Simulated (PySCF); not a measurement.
# How methods differ on the excitation energy of In

In [Kr] 4d10 5s2 5p1 (2P) → In [Kr] 4d10 5s2 5d1 (2D), as a difference of total energies. Calculation: PySCF 2.14, in aug-cc-pwCVDZ-PP with ECP28MDF; scalar relativity through the core potential. Correlated levels: valence and next inner shell: nothing frozen outside the core potential. The calculations carry no spin-orbit coupling.

Question: Order these methods by the excitation energy they give, lowest first.
A. CCSD (valence and next inner shell)
B. MP2 (valence and next inner shell)
C. SCS-MP2 (valence and next inner shell)
D. CCSD(T) (valence and next inner shell)

Answer: D (35738 cm⁻¹), A (36340 cm⁻¹), C (36514 cm⁻¹), B (36883 cm⁻¹).

Errors of the correlated levels include the incompleteness of this basis.

The promoted electron is Rydberg-like, and one or two diffuse shells describe it only roughly, which tends to raise the upper state.

The coupled-cluster amplitudes are large for the upper state (T1 above 0.03 or a double amplitude above 0.15), so a single reference is strained.

For comparison: 31431 cm⁻¹ (measured; NIST levels, between the centres of gravity of the two terms).
